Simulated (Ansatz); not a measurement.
Breaking the In1–Cl2 bond in InCl (multiplicity 1 held). Energies count from the point at 2.441 Å.


U- levels take the lowest unrestricted solution at each point, which mixes spins at long bonds. Active spaces are followed from rest. Curves can end on different states.

Frozen-core correlation. Filled d and f shells under p-block atoms count as core.

The values were computed with Ansatz (a program for electronic structure) with Gaussian orbitals.  In def2 rows elements past Kr take small-core potentials, without spin–orbit coupling.

### Question
Predict the energy at R = 9.764 Å from U-SCS-MP2/def2-SVP.

### Answer
95.3 kcal/mol

### Question
What is the computed energy at R = 9.764 Å (SC-NEVPT2 on CASSCF(10,8)/def2-SVP)?

### Answer
97.7 kcal/mol

### Question
What energy at R = 9.764 Å does FIC-MRCISD+Q on CASSCF(10,8)/def2-SVP give?

### Answer
94.5 kcal/mol

Doubts at one or more of the structures used: a spin-contaminated determinant (U-SCS-MP2/def2-SVP).
